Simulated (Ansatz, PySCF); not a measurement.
This singlet lies 1.33 eV below the relaxed triplet at the level frozen-core CCSD(T)/cc-pVTZ // B3LYP-D3(BJ)/def2-TZVP (Ansatz, a quantum-chemistry and plane-wave program).

```xyz
7

C     -0.7706    -0.0394    -0.0308
C      0.4655    -0.5117    -0.7142
O      1.4149     0.3753    -0.4954
H     -0.6772     0.9110     0.5063
H     -1.5598     0.0245    -0.7870
H     -1.0942    -0.8336     0.6497
H      2.2214     0.0737    -0.9376
```

Charge 0, multiplicity 1.

Task: Give the Mulliken and meta-Löwdin atomic charges from PBE-D3(BJ)/def2-TZVP // B3LYP-D3(BJ)/def2-TZVP (PySCF).

Result: 
| atom | Mulliken (e) | meta-Löwdin (e) |
|---|---|---|
| C1 | -0.21 | -0.38 |
| C2 | -0.24 | -0.07 |
| O3 | -0.23 | -0.33 |
| H4 | 0.08 | 0.10 |
| H5 | 0.13 | 0.15 |
| H6 | 0.13 | 0.15 |
| H7 | 0.34 | 0.37 |
